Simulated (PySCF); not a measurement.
A species of formula C10H7N has this rotational fingerprint, computed with PBE0/pcSseg-1 in PySCF (dipole) on a GFN2-xTB geometry, gas phase:

| Quantity | Value |
| --- | --- |
| Rotational constants | A = 2134, B = 1005, C = 744.1 MHz |
| Dipole components | \|μa\| = 2.69 D, \|μb\| = 2.10 D, \|μc\| = 2.01 D |
| Inertial defect | -60.32 u·Å² |
| κ | -0.62 |

**Question.** Which candidate fits, each taken in the one conformer that was computed?
A. `N#C[C@@H]1C=CC2=CC=CC=C21`
B. `c1c2CC=Cc2c(cc1)C#N`

**Answer.** A. It is N#C[C@@H]1C=Cc2ccccc21, an asymmetric top, point group C1. The candidates at the same level (rigid rotor, commonest isotopes):

```json
{"SMILES": "N#Cc1cccc2c1C=CC2", "A (MHz)": "1763", "B (MHz)": "1156", "C (MHz)": "701.3", "μa (D)": "4.88", "μb (D)": "1.98", "μc (D)": "0.00", "Δ (u·Å²)": "-3.12", "point group": "Cs", "rotor": "asymmetric top"}
{"SMILES": "N#C[C@@H]1C=Cc2ccccc21", "A (MHz)": "2134", "B (MHz)": "1005", "C (MHz)": "744.1", "μa (D)": "2.69", "μb (D)": "2.10", "μc (D)": "2.01", "Δ (u·Å²)": "-60.32", "point group": "C1", "rotor": "asymmetric top"}
```

`N#Cc1cccc2c1C=CC2` has A 17 % too low. No structure here is proved a minimum.
